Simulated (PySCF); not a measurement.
Match the calculated data to a structure.

All candidates are C3H7FSi.

| technique | computed result |
| --- | --- |
| Triplet | lowest triplet excitation (Tamm–Dancoff): 4.24 eV [TDA CAM-B3LYP/def2-SVPD] |
| Dipole | 0.76 D [CAM-B3LYP/def2-SVPD] |
| Rotational structure | rotational constants A, B, C: 7.022, 2.292, 1.783 GHz [PBE0-D3(BJ)/def2-SVP] |
| UV, strongest line | among the 10 lowest singlet transitions: S2 at 7.09 eV (175 nm, f = 0.372) [TDDFT CAM-B3LYP/def2-SVPD] |
| Polarisability | 66.3 au [CAM-B3LYP/def2-SVPD] |
| XPS | Si2p3/2 106.8, C1s 290.3, C1s 291.0, C1s 292.6, F1s 692.9, Si1s 1846.6 eV [ΔSCF SCAN, pcX-2 on the ionised atom, pcseg-1 elsewhere, spin-free X2C, 2p3/2 from a spin–orbit splitting computed afterwards within the 2p shell] |
| UV, first state | lowest singlet excitation: 6.79 eV (183 nm, f = 0.001) [TDDFT CAM-B3LYP/def2-SVPD] |
| 1H NMR | chemical shifts (computed TMS as zero) by class: 6.90 (1 H), 4.21 (3 H), 1.89 (3 H) ppm [GIAO PBE/pcSseg-2] |
| Valence photoelectron | vertical ionisation energy: 9.62 eV [ΔSCF CAM-B3LYP/def2-SVPD] |
| 13C NMR | chemical shifts (computed TMS as zero) by class: 163.5 (1 C), 114.4 (1 C), 12.9 (1 C) ppm [GIAO PBE/pcSseg-2] |

Electronic properties: PySCF, gas phase, density fitting. Levels stand in brackets. Geometry: PBE0-D3(BJ)/def2-SVP; no solvent, vibrations or thermal averaging. NMR classes are plain means over equivalent atoms (diastereotopic ones count apart unless rotation or inversion swaps them), as if these changed places fast.

Question: Which candidate is it?
A. `C=C[C@H](F)[SiH3]`
B. `F[C@H]1CC[SiH2]1`
C. `C/C([SiH3])=C\F`
D. `F[SiH]1CCC1`

Answer: C. It is `C/C([SiH3])=C\F`. Numbering: `[CH3:1]/[C:2]([SiH3:3])=[CH:4]\[F:5]`. Its formula, C3H7FSi, gives 1 degree of unsaturation: 0 rings and 1 π bond in the structure found. 3 carbons fall into 3 classes; from least to most shielded: vinylic C–F carbon [C4] (163.5 ppm), fully substituted alkene carbon [C2] (114.4 ppm), allylic carbon [C1] (12.9 ppm). Hydrogen classes from least to most shielded: 1 H on a vinylic C–F carbon, C4 (6.90 ppm), 3 H on an SiH3 silicon, Si3 (4.21 ppm), 3 H on an allylic carbon, C1 (1.89 ppm, a mean of values up to 1.4 ppm apart in this geometry). The core levels belong to: Si2p3/2 106.8 eV, SiH3 silicon [Si3]; C1s 290.3 eV, fully substituted alkene carbon [C2]; C1s 291.0 eV, allylic carbon [C1]; C1s 292.6 eV, vinylic C–F carbon [C4]; F1s 692.9 eV, vinyl fluorine [F5]; Si1s 1846.6 eV, SiH3 silicon [Si3]. The first electron is taken from the HOMO, whose largest Löwdin shares are 0.33 on the fully substituted alkene carbon, 0.29 on the vinylic C–F carbon, 0.13 on the vinyl fluorine and 0.07 on the allylic carbon. By its constants the optimised geometry is an asymmetric top.

The others, at the same levels:
- `C=C[C@H](F)[SiH3]` fails: its computed 13C shifts are 150.6 (1 C), 120.0 (1 C), 97.0 (1 C) ppm, core binding energies are Si2p3/2 106.9, C1s 290.5, C1s 291.0, C1s 292.6, F1s 692.1, Si1s 1846.6 eV and 1H shifts are 6.49 (1 H), 5.46 (1 H), 5.31 (1 H), 5.24 (1 H), 3.98 (3 H) ppm.
- `F[SiH]1CCC1` fails: it has 2 carbon classes against 3; its computed 13C shifts are 24.3 (2 C), 14.3 (1 C) ppm, core binding energies are Si2p3/2 107.5, C1s 290.2 (×2), C1s 291.0, F1s 692.0, Si1s 1847.4 eV and 1H shifts are 5.78 (1 H), 2.24 (1 H), 1.61 (2 H), 1.55 (1 H), 1.53 (2 H) ppm.
- `F[C@H]1CC[SiH2]1` fails: its computed 13C shifts are 91.4 (1 C), 37.4 (1 C), -1.3 (1 C) ppm, core binding energies are Si2p3/2 106.7, C1s 290.3, C1s 290.9, C1s 292.2, F1s 692.1, Si1s 1846.4 eV and 1H shifts are 5.15 (1 H), 5.00 (1 H), 4.76 (1 H), 2.93 (1 H), 2.39 (1 H), 0.96 (1 H), 0.65 (1 H) ppm.

Each candidate is one conformer, not necessarily the lowest. Dipoles, sizes and rotational constants follow the conformer. The torsions of the flexible species, by atom-mapped SMILES:
- `[CH2:1]=[CH:2][C@H:3]([F:4])[SiH3:5]`: C1–C2–C3–F4 -142°
